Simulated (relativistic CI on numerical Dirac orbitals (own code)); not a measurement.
Computed by Dirac-Coulomb-Breit CI, orbitals from a KLI potential per configuration, model QED (radiative potential, 1s self-energy scaled to tabulated hydrogen-like ionisation energies), unscaled Slater integrals (own radial code, finite nucleus).

The strongest absorption lines from the ground level of an ion, among the configurations computed and to levels below about 853 eV (vacuum wavelength in nm, gf): 1.4596 (0.26), 1.8417 (0.39), 1.8525 (0.1), 1.8626 (0.16), 1.8631 (0.21), 1.9172 (1.3), 15.621 (0.17), 19.185 (0.12).

Problem. Which ion is it?
A. V¹⁸⁺
B. Mn²⁰⁺
C. Sc¹⁴⁺
D. Sc¹⁶⁺

Solution. D. Sc¹⁶⁺ has 5 electrons and the ground level 2s2.2p 2P°_1/2; the strongest line goes to 2s2.3d 2D_3/2. The pattern of lines fixes the number of electrons, and along that sequence the line energies rise steadily with the charge (about as its square where n changes within one kind of shell, about linearly where n is kept but much faster in heavy ions where fine structure, which grows about as Z⁴, sets the gap, and irregularly where shells cross), which fixes Z. Configurations outside the model, such as inner-shell arrays, can give stronger lines. At this charge energies of transitions that change n are usually good to better than 1 %, and those within a shell (Δn = 0) to a few per cent.

LS names give the leading component of a level, which can be under half, so a name can repeat, a term be missing and a line seem to break the LS rules.
